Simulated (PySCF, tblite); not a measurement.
Isomers of C7H7O2 (doublet state), one GFN2-xTB conformer each. Single-point energies are computed at B3LYP/pcH-1 (PySCF, gas phase, no added dispersion term), electronic only. GFN2-xTB treats the open shell by occupation alone, and not every SCF solution was tested for stability.

| SMILES | GFN2-xTB relative energy (kcal/mol) |
| --- | --- |
| CC(=O)O[C]1C=CC=C1 | 1.8 |
| [CH2]c1ccc(C(C)=O)o1 | 0.0 |
| C=CC1=C(C)[C]1OC=O | 64.5 |
| CC1=CC(=O)C(=O)[CH]C1 | 21.3 |

Conformers: `[CH3:1][C:2](=[O:3])[O:4][C:5]1[CH:6]=[CH:7][CH:8]=[CH:9]1` (doublet state) with C1–C2–O4–C5 178°, C2–O4–C5–C6 178°; `[CH2:1][c:2]1[cH:3][cH:4][c:5]([C:6]([CH3:7])=[O:8])[o:9]1` (doublet state) with H–C1–C2–C3 180° and 0°, C4–C5–C6–C7 180°; `[CH2:1]=[CH:2][C:3]1=[C:4]([CH3:5])[C:6]1[O:7][CH:8]=[O:9]` (doublet state) with C1–C2–C3–C4 179°, C4–C6–O7–C8 -1°, C6–O7–C8–O9 -1°; `[CH3:1][C:2]1=[CH:3][C:4](=[O:5])[C:6](=[O:7])[CH:8][CH2:9]1` (doublet state) with C2–C3–C4–O5 159°, C3–C4–C6–O7 -155°, C4–C6–C8–C9 -15°, C6–C8–C9–C2 -5°.

Question: What does B3LYP/pcH-1 give for the same structures?

Answer: 
| SMILES | B3LYP/pcH-1 E (Eh) | B3LYP/pcH-1 (kcal/mol) | GFN2-xTB (kcal/mol) | point group |
| --- | --- | --- | --- | --- |
| [CH2]c1ccc(C(C)=O)o1 | -421.38165 | 0.0 | 0.0 | Cs |
| CC(=O)O[C]1C=CC=C1 | -421.37537 | 3.9 | 1.8 | – |
| CC1=CC(=O)C(=O)[CH]C1 | -421.35988 | 13.7 | 21.3 | C1 |
| C=CC1=C(C)[C]1OC=O | -421.27926 | 64.3 | 64.5 | near Cs |

Both levels put the same isomer lowest; measured from each level's own lowest isomer, the values differ by up to 7.6 kcal/mol (CC1=CC(=O)C(=O)[CH]C1: 21.3 against 13.7). As drawn, the highest has a three-membered ring, which the lowest lacks. Neighbours under 5.0 kcal/mol apart ([CH2]c1ccc(C(C)=O)o1 and CC(=O)O[C]1C=CC=C1) can change places with a better method, another conformer or zero-point energy.

Question: What happens when harmonic zero-point energies from GFN2-xTB frequencies are added?

Answer: 
```csv
SMILES,ZPE (kcal/mol),electronic (kcal/mol),with ZPE (kcal/mol)
[CH2]c1ccc(C(C)=O)o1,74.5,0.0,0.0
CC(=O)O[C]1C=CC=C1,74.4,3.9,3.8
CC1=CC(=O)C(=O)[CH]C1,74.4,13.7,13.5
C=CC1=C(C)[C]1OC=O,72.2,64.3,61.9
```

The zero-point energies span 2.3 kcal/mol. The order is unchanged.
